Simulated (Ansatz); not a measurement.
System: sum formula YOBr, charge -1, multiplicity 2. The spin state was set by rule; other spins were not relaxed. 
Geometry from a B3LYP-D3(BJ)/def2-TZVP (Ansatz, a quantum-chemistry and plane-wave program) optimisation:
```xyz
3

Y      1.0399    -0.4212     0.0653
O      1.9277    -0.1802    -1.5365
Br    -1.5994     0.5106     0.2785
```
Charge -1, spin multiplicity 2.

Basis-set convergence of Hartree-Fock and MP2 correlation energies (hartree) with Ansatz. Correlated levels leave the core frozen unless marked. Open shells are spin-unrestricted. No spin-orbit coupling. Frozen are the shells of the preceding noble gas and the d and f shells that filled before the atom's block. In def2 rows, elements after Kr have scalar-relativistic effective core potentials.

```csv
basis,functions,E(HF),"E(corr, MP2)"
def2-SVPD,98,-2684.93723,-0.40181
def2-TZVPPD,153,?,?
```

Task: What belongs in the gaps?

Result: 
- def2-TZVPPD, E(HF): -2685.34897
- def2-TZVPPD, E(corr, MP2): -0.48681
